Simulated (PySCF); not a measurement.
Geometry:
```tsv
atom	x (Å)	y (Å)	z (Å)
C1	-0.683	1.587	-0.444
C2	-0.514	0.216	0.159
C3	-1.688	-0.712	-0.023
F4	-0.222	0.336	1.500
S5	0.951	-0.640	-0.594
C6	2.357	0.193	0.120
O7	0.907	-0.371	-2.031
O8	0.966	-2.013	-0.094
H9	0.187	2.223	-0.231
H10	-1.572	2.066	-0.008
H11	-0.806	1.509	-1.532
H12	-2.588	-0.251	0.408
H13	-1.857	-0.901	-1.093
H14	-1.485	-1.668	0.477
H15	3.226	-0.364	-0.255
H16	2.393	1.234	-0.221
H17	2.289	0.118	1.211
```

Geometry: PBE0-D3(BJ)/def2-SVP; GIAO shifts from PySCF 2.14.0 with density-fitted response routines, gas phase, non-relativistic, averaged over equivalent atoms.

At PBE0/pcSseg-1 (188 basis functions, 30 s wall time on 1 thread of an Arm Neoverse V1, shared host):
| atoms | δ (ppm) |
| --- | --- |
| C2 | 110.5 |
| C6 | 36.3 |
| C1/C3 | 21.2 |
| F4 | -168.0 |
| S5 | 319.6 |
| O7/O8 | 203.0 |
| H15/H16/H17 | 2.67 |
| H9/H10/H11/H12/H13/H14 | 1.62 |

δ = σ(ref) − σ, references computed at the same level: TMS for ¹³C (σ = 184.41 ppm) and ¹H (σ = 31.27 ppm); CFCl3 for ¹⁹F (σ = 177.25 ppm); CS2 for ³³S (σ = 495.66 ppm); ¹⁷O (σ = 334.56 ppm) vs H2O.

Task: What do these become at mPW1PW91/pcSseg-1?

Result: 
```csv
atoms,δ at mPW1PW91/pcSseg-1,change
C2,110.7,+0.2
C6,36.5,+0.2
C1/C3,21.2,+0.0
F4,-167.8,+0.2
S5,320.7,+1.1
O7/O8,202.0,-1.0
H15/H16/H17,2.68,+0.01
H9/H10/H11/H12/H13/H14,1.63,+0.01
```

Chemical shifts δ = σref − σ; ¹³C (183.54 ppm) and ¹H (31.32 ppm) against TMS; ¹⁹F (177.88 ppm) vs CFCl3; CS2 for ³³S (492.68 ppm); ¹⁷O (333.30 ppm) vs H2O, all at this level.

The largest change is at S5 (sulfone sulfur). Cost: 188 basis functions, 24 s wall time on 1 thread of an Arm Neoverse V1, shared host. The order of the carbon signals is the same at both levels.

Unscaled 19F shifts against computed CFCl3 carry errors that often reach 10 to 50 ppm. Experimental scales use liquid or dissolved standards, which lie at an offset from isolated H2O (liquid H2O: subtract about 36 ppm).
